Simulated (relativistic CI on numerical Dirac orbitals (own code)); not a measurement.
**Forbidden transitions in Lu⁵⁴⁺**

Calculated at this level of theory: Dirac-Coulomb-Breit CI, orbitals from a KLI potential per configuration, QED by a radiative potential, unscaled Slater integrals (own radial code, finite nucleus).

CI space (outside the closed core [Ne]): 3s²3p⁵, 3s3p⁶, 3s²3p⁴3d, 3s3p⁵3d, 3p⁶3d, 3s3p⁴3d², 3s²3p³3d4p, 3p⁶4s, 3s3p⁴3d4s, 3s²3p⁴4s, 3p⁶4p, 3s²3p⁴4p, 3s²3p³3d², 3s²3p²3d³, 3s3p³3d³, 3s²3p²3d²4s, 3s²3p²3d²4p. Double excitations out of closed p, d and f shells are left out; levels of such configurations are missing from the list, as are those of other unlisted configurations, and high levels can miss mixing partners.

```tsv
λ vac (Å)	Lower	Upper	Type	A (s⁻¹)	gf	Branching (%)
40.518	3s²3p⁴3d ²F7/2 [8]	3s²3p⁴3d ²F7/2 [47]	M1	2.34e+07	4.60e-05	16.1
40.606	3s²3p⁴3d ⁴D7/2 [39]	3s²3p⁴3d ²D5/2 [140]	M1	1.90e+08	2.81e-04	7.0
40.825	3s²3p⁴3d ⁴F9/2 [9]	3s²3p⁴3d ²F7/2 [47]	M1	7.50e+07	1.50e-04	51.5
42.397	3s²3p⁴3d ²F5/2 [45]	3s²3p⁴3d ²D5/2 [140]	M1	1.18e+08	1.91e-04	4.3
42.592	3s²3p⁴3d ²F7/2 [8]	3s²3p⁴3d ²F5/2 [45]	M1	1.38e+08	2.25e-04	48.7
42.610	3s²3p⁴3d ²F7/2 [8]	3s²3p⁴3d ²G9/2 [44]	M1	2.01e+07	5.47e-05	16.7
42.950	3s²3p⁴3d ⁴F9/2 [9]	3s²3p⁴3d ²G9/2 [44]	M1	8.71e+07	2.41e-04	72.4
43.044	3s²3p⁴3d ⁴D5/2 [3]	3s²3p⁴3d ²G7/2 [23]	M1	1.44e+07	3.20e-05	12.9
43.497	3s²3p⁵ ²P°3/2 [1]	3s²3p⁵ ²P°1/2 [7]	E2	5.02e+06	2.85e-06	2.1
43.497	3s²3p⁵ ²P°3/2 [1]	3s²3p⁵ ²P°1/2 [7]	M1	2.12e+08	1.20e-04	90.7
43.642	3s²3p⁴3d ²F7/2 [5]	3s²3p⁴3d ²G7/2 [23]	M1	8.87e+07	2.03e-04	79.5
44.483	3s²3p³3d² ⁴G°11/2 [30]	3s²3p³3d² ²I°13/2 [106]	E2	1.74e+06	7.24e-06	5.0
44.483	3s²3p³3d² ⁴G°11/2 [30]	3s²3p³3d² ²I°13/2 [106]	M1	3.20e+07	1.33e-04	91.9
44.511	3s²3p⁴3d ⁴D5/2 [3]	3s²3p⁴3d ⁴D3/2 [21]	M1	1.43e+08	1.70e-04	5.1
44.566	3s²3p⁴3d ²F7/2 [8]	3s²3p⁴3d ⁴D7/2 [39]	M1	6.23e+07	1.49e-04	28.2
44.880	3s²3p⁴3d ²D5/2 [11]	3s²3p⁴3d ²F7/2 [47]	M1	2.08e+07	5.02e-05	14.3
44.938	3s²3p⁴3d ⁴F9/2 [9]	3s²3p⁴3d ⁴D7/2 [39]	M1	8.54e+07	2.07e-04	38.6
46.005	3s²3p³3d² ⁴G°11/2 [48]	3s²3p³3d² ⁴H°13/2 [142]	E2	1.41e+06	6.26e-06	3.7
46.005	3s²3p³3d² ⁴G°11/2 [48]	3s²3p³3d² ⁴H°13/2 [142]	M1	3.24e+07	1.44e-04	85.5
46.592	3s²3p⁴3d ²D5/2 [13]	3s²3p⁴3d ²F7/2 [47]	M1	7.21e+06	1.88e-05	5.0
47.439	3s²3p⁴3d ²D5/2 [11]	3s²3p⁴3d ²F5/2 [45]	M1	7.00e+07	1.42e-04	24.8
47.778	3s²3p³3d² ⁴F°9/2 [51]	3s²3p³3d² ⁴H°13/2 [142]	E2	7.64e+05	3.66e-06	2.0
49.901	3s²3p⁴3d ²D5/2 [11]	3s²3p⁴3d ⁴D7/2 [39]	M1	1.66e+07	4.96e-05	7.5
52.027	3s²3p⁴3d ²D5/2 [13]	3s²3p⁴3d ⁴D7/2 [39]	M1	5.00e+07	1.62e-04	22.6
53.165	3s²3p⁵ ²P°3/2 [1]	3s²3p⁴3d ²F7/2 [5]	M2	4.35e+01	1.47e-10	15.5
173.11	3s²3p³3d² ⁴H°11/2 [98]	3s²3p³3d² ⁴H°13/2 [142]	M1	1.77e+06	1.12e-04	4.7
180.31	3s²3p⁴3d ²D3/2 [6]	3s²3p⁴3d ²D5/2 [11]	M1	1.64e+06	4.80e-05	5.7
203.06	3s²3p⁴3d ⁴D5/2 [3]	3s²3p⁴3d ²F7/2 [8]	M1	1.02e+06	5.02e-05	73.8
208.68	3s²3p⁴3d ²F7/2 [5]	3s²3p⁴3d ⁴F9/2 [9]	M1	1.24e+06	8.10e-05	100.0
217.10	3s²3p⁴3d ²F7/2 [5]	3s²3p⁴3d ²F7/2 [8]	M1	3.35e+05	1.89e-05	24.3
3141.2	3s²3p⁴3d ⁴D5/2 [3]	3s²3p⁴3d ²F7/2 [5]	M1	2.32e+02	2.75e-06	83.0
```

Terms are leading LS components. Brackets give the number of a level in order of energy, since labels repeat. The list gives strong lines, with weight on those to low levels, among the lowest 200 of 2504 levels, so that lines to higher ones, which can be the strongest, are missing. Levels whose partners in the same complex of configurations lie outside the list can be far off, and so can their lines. Rates are taken at the computed energies, electric ones in the length gauge.

At this charge energies of transitions that change n are usually good to better than 1 %, and those within a shell (Δn = 0) to a few per cent.

LS names give the leading component of a level, which can be under half, so a name can repeat, a term be missing and a line seem to break the LS rules.
